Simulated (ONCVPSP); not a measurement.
## u(r) = r·R(r): atom against pseudo-atom (titanium (Ti))

Columns: radius, all-electron u(r) and pseudo u(r) of the 3p shell (level -38.78 eV) of titanium in the configuration [Ne] 3s2 3p6 3d2 4s2; PBEsol, scalar-relativistic, ONCV scheme, ONCVPSP 4.0.1.

```tsv
r (bohr)	all-electron	pseudo
0.075	-0.2942	0.0202
0.150	-0.5165	0.0788
0.225	-0.4730	0.1705
0.300	-0.2583	0.2870
0.375	0.0232	0.4183
0.450	0.3035	0.5537
0.525	0.5468	0.6829
0.600	0.7395	0.7974
0.675	0.8787	0.8905
0.750	0.9690	0.9584
0.825	1.0175	0.9999
0.900	1.0323	1.0159
0.975	1.0212	1.0093
1.050	0.9911	0.9837
1.125	0.9476	0.9438
1.200	0.8954	0.8937
1.275	0.8381	0.8375
1.350	0.7783	0.7782
1.425	0.7182	0.7182
1.500	0.6592	0.6591
1.575	0.6023	0.6023
1.650	0.5482	0.5482
1.725	0.4974	0.4973
1.800	0.4500	0.4500
1.875	0.4062	0.4062
1.950	0.3659	0.3659
```

How many radial nodes do the two functions have?

The all-electron 3p function has n − l − 1 = 1; the pseudo-wave has 0, since the states of the same l below it are removed with the core.

At about which radius was the pseudo-wave matched?

1.50 bohr. The columns agree to 0.0005 from 1.35 bohr on; several derivatives are matched, so the curves merge somewhat inside the radius.

Where does each function peak?

Outermost all-electron maximum near 0.90 bohr, pseudo maximum near 0.90 bohr (to the table’s step).

Is the pseudo-wave norm-conserving?

Yes: the ONCV scheme keeps the norm inside the radius equal to the all-electron one, which fixes the energy derivative of the logarithmic derivative at the level.
